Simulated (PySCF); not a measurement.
AlH₆P₃. Atoms are numbered in the order given.

```xyz
10

Al    -0.0245     0.0059     0.0000
P     -0.1156    -2.3254     0.0000
H      0.8436    -2.4554     1.0519
H      0.8436    -2.4554    -1.0519
P      0.1229     1.1632    -2.0196
H     -0.8781     2.1208    -1.6682
H     -0.7832     0.2878    -2.6947
P      0.1229     1.1632     2.0196
H     -0.7832     0.2878     2.6947
H     -0.8781     2.1208     1.6682
```

Geometry: PBE0-D3(BJ)/def2-SVP. The values are those of a single conformer.

Method: PySCF with HF/def2-TZVP.

Symmetry labels are those of the subgroup Cs that the program uses (full group Cs).

Computed valence orbital energies around the gap with their symmetry:
| orbital | symmetry | energy (eV) |
|---|---|---|
| HOMO−7 | A" | -14.44 |
| HOMO−6 | A' | -14.04 |
| HOMO−5 | A" | -14.02 |
| HOMO−4 | A' | -12.11 |
| HOMO−3 | A" | -11.71 |
| HOMO−2 | A' | -10.59 |
| HOMO−1 | A' | -9.45 |
| HOMO | A" | -9.38 |
| LUMO | A' | 1.32 |
| LUMO+1 | A' | 2.47 |
| LUMO+2 | A' | 2.90 |
| LUMO+3 | A" | 3.18 |
